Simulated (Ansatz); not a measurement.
Level of theory: frozen-core CCSD(T)/def2-TZVPP // r2SCAN-D4/def2-TZVP in Ansatz (a quantum-chemistry and plane-wave program).

Ansatz 0.2 input:
```yaml
crystal:
  periodic: [false, false, false]
  atoms:
    - { symbol: O, position_ang: [-0.76319, 1.595902, 0.00343] }
    - { symbol: Sn, position_ang: [0.069125, -0.144548, -0.000311] }
    - { symbol: H, position_ang: [1.747133, -0.056124, -0.000777] }
    - { symbol: H, position_ang: [-1.053069, -1.395229, -0.002343] }
basis:
  gaussian: { orbitals: def2-TZVPP }
correlation:
  method: ccsd_t
total_charge: 1
magnetization:
  spin_polarized: true
  initial_magnetization: 1
```

Output:

```
Functional definition: HF
824 factors; integrals over basis functions are off by at most 1.1e-3 eV
mean field evaluation 1: about -7840.3925 eV, gradient 6.7e1 eV
mean field evaluation 2: about -7840.3946 eV, gradient 6.7e1 eV
mean field evaluation 4: about -7856.2360 eV, gradient 2.9e1 eV
mean field evaluation 8: about -7865.6955 eV, gradient 2.5e0 eV
mean field evaluation 16: about -7865.7860 eV, gradient 6.4e-6 eV
mean field evaluation 32: about -7865.4111 eV, gradient 4.7e-5 eV
mean field evaluation 64: about -7862.3300 eV, gradient 7.3e0 eV
mean field evaluation 96: about -7865.0725 eV, gradient 4.3e0 eV
mean field evaluation 128: about -7863.9317 eV, gradient 1.5e-2 eV
mean field evaluation 160: about -7861.5242 eV, gradient 2.9e-2 eV
mean field evaluation 192: about -7860.4900 eV, gradient 4.7e-1 eV
mean field evaluation 224: about -7859.7882 eV, gradient 2.4e-1 eV
mean field evaluation 256: about -7859.2309 eV, gradient 3.7e-2 eV
mean field evaluation 288: about -7857.0295 eV, gradient 3.5e-1 eV
mean field evaluation 320: about -7857.8802 eV, gradient 9.9e-1 eV
mean field evaluation 352: about -7857.6258 eV, gradient 1.8e-1 eV
mean field evaluation 384: about -7861.4264 eV, gradient 2.1e0 eV
mean field evaluation 416: about -7854.9541 eV, gradient 4.7e-1 eV
mean field evaluation 448: about -7860.5200 eV, gradient 7.5e-1 eV
mean field evaluation 480: about -7858.4176 eV, gradient 1.8e1 eV
mean field evaluation 512: about -7863.9276 eV, gradient 6.0e-1 eV
mean field -7865.78602131 eV, -289.0623046617 hartree, gradient 6.4e-6 eV, S^2 0.765060; 8 other end points of the search recorded, 0 dependent functions left out
determinant -7865.78602131 eV, -289.0623046617 hartree, with singles and doubles -7879.53815251 eV, -289.5676861618 hartree
determinant -7865.41113494 eV, -289.0485278418 hartree, with singles and doubles -7879.06017051 eV, -289.5501206476 hartree
determinant -7863.93169158 eV, -288.9941593012 hartree, with singles and doubles -7877.72717113 eV, -289.5011338237 hartree
determinant -7865.78602131 eV, -289.0623046617 hartree, with singles and doubles -7879.48228129 eV, -289.5656329324 hartree
determinant -7865.41113494 eV, -289.0485278418 hartree, with singles and doubles -7878.99705181 eV, -289.5478010779 hartree
5 core orbitals not correlated
reference -7865.78602131 eV, -289.0623046617 hartree; 11, 10 occupied and 93, 94 virtual orbitals, 824 factors
second order -13.22315101 eV of doubles, -0.00000000 eV of singles
cycle   1  -13.69626047 eV  change   -4.8e-7 eV  update   2.3e-6
perturbative correction -0.42263135 eV, -0.0155314157 hartree
Total energy: -7879.90491312 eV, -289.5811643659 hartree
```

Cost: very roughly 4 core-minutes.
